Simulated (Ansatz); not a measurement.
Mulliken charges of H₅O₂Si₂, SMILES `O[SiH]O[SiH3]` radical from PBE/def2-TZVPP in Ansatz (PBE0-D4/def2-TZVP geometry).

| atom | x (Å) | y (Å) | z (Å) | charge (e) |
| --- | --- | --- | --- | --- |
| O1 | -1.761 | 0.464 | 1.904 | -0.316 |
| Si2 | -0.181 | 0.352 | 1.472 | 0.301 |
| O3 | -0.045 | 0.115 | -0.140 | -0.267 |
| Si4 | 0.814 | -0.464 | -1.408 | 0.332 |
| H5 | -2.338 | -0.277 | 1.712 | 0.187 |
| H6 | 0.395 | 1.681 | 1.830 | -0.059 |
| H7 | 1.763 | 0.571 | -1.890 | -0.058 |
| H8 | 1.575 | -1.675 | -1.003 | -0.062 |
| H9 | -0.134 | -0.814 | -2.494 | -0.058 |

Question: By hand: the dipole of these point charges (1 e Å = 4.8032 D).

Answer: Σ q r = (0.132, -0.258, -0.060) e Å, of length 0.296 e Å = 1.42 D.

Question: How does the dipole of the full density compare? (An estimate is asked.)

Answer: Computed: (-0.066, -0.237, -0.098) e Å, 1.27 D; the point charges give 1.12 times that, at 42° from its direction.

Point charges leave out the atoms' own dipoles, such as those of lone pairs, and Mulliken's split depends on the basis, so the two needn't agree.
